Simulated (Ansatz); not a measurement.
`C[O][Ge][S]C` + `CC=C(C)C` → `CCC=C(C)C` + `C[O][Ge][SH]`  (formal exchange of groups at a C–S bond)

Gas-phase electronic energies from Ansatz, PBE0-D4/def2-TZVP geometries. CCSD(T)/CBS is the MP2 limit (def2-TZVPP, def2-QZVPP) plus CCSD(T) − MP2 in def2-TZVPP, frozen cores. DFT in def2-TZVPP. For Ge outer-core shells are correlated without core-valence functions, which leaves a few kJ/mol of doubt a bond. Scalar relativity is left out up to krypton. Each species was taken in one conformer, which may not be the lowest.

Problem. Is it downhill or uphill in electronic energy at CCSD(T)/CBS, and by how much? (Best estimate.)

Solution. Ansatz gave: Downhill: ΔE = -0.10 eV.

Problem. What do these levels give: BLYP-D4, PBE0-D4, B2PLYP, r2SCAN, LC-ωPBE, SCS-MP2/def2-TZVPP? (Best estimate.)

Solution. The calculation gave: BLYP-D4 -0.07, PBE0-D4 -0.08, B2PLYP -0.08, r2SCAN -0.06, LC-ωPBE -0.09, SCS-MP2/def2-TZVPP -0.10 eV.

Largest T1 diagnostic among the species: 0.015.

From BLYP to BHLYP (50 % exact exchange), in def2-TZVPP and without D4, ΔE moves by −0.05 eV. At CCSD(T), def2-SVP lies −0.09 eV from the extrapolated value and def2-TZVPP −0.02 eV.
